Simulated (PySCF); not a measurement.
## State search for Be₂⁺

Unrestricted PBE0; basis Be aug-cc-pVDZ; no relativity; PySCF 2.14. Outer shells of the fragments: Be+ 2s1; Be 2s2.

Followed along the bond (rough minima from three points):

| 2Ms+1 | unpaired | ⟨S²⟩ at the start | R at minimum (Å) | Te (eV) |
| --- | --- | --- | --- | --- |
| 2 | σ ↑ | 0.78 | 2.23 | 0.00 |
| 2 | π ↑ | 0.75 | none in the scan | ≤ 1.34 |
| 4 | σ ↑↑, π ↑ | 3.75 | none in the scan | ≤ 3.52 |

Solutions found at the starting distance of 2.020 Å, counted from the lowest of them; the search is not exhaustive and high or unbound solutions are not listed, so other states can lie among these:

```json
{"2Ms+1": "2", "unpaired": "σ ↑", "term": "²Σ⁺", "E (eV)": "0.00", "⟨S²⟩": "0.78", "⟨Lz²⟩": "0.00"}
{"2Ms+1": "2", "unpaired": "π ↑", "term": "²Π", "E (eV)": "1.27", "⟨S²⟩": "0.75", "⟨Lz²⟩": "1.01"}
{"2Ms+1": "4", "unpaired": "σ ↑↑, π ↑", "term": "⁴Π", "E (eV)": "3.64", "⟨S²⟩": "3.75", "⟨Lz²⟩": "1.00"}
{"2Ms+1": "4", "unpaired": "σ ↑↑↑", "term": "⁴Σ⁺", "E (eV)": "4.09", "⟨S²⟩": "3.75", "⟨Lz²⟩": "0.00"}
{"2Ms+1": "4", "unpaired": "σ ↑, π ↑↑", "term": "⁴Σ⁻", "E (eV)": "4.35", "⟨S²⟩": "3.75", "⟨Lz²⟩": "0.00"}
{"2Ms+1": "2", "unpaired": "σ ↑↑, π ↓", "term": "mixed", "E (eV)": "4.98", "⟨S²⟩": "1.75", "⟨Lz²⟩": "1.00"}
{"2Ms+1": "4", "unpaired": "σ ↑, π ↑↑", "term": "mixed", "E (eV)": "7.16", "⟨S²⟩": "3.75", "⟨Lz²⟩": "2.00"}
```

A term symbol is given only where ⟨S²⟩ and ⟨Lz²⟩ are close to those of a pure state; real π, δ and φ orbitals otherwise mix terms, and g/u labels are left off.

Counting both spins, an empty level lies below a filled one in some of these solutions, because spin and occupation are held.
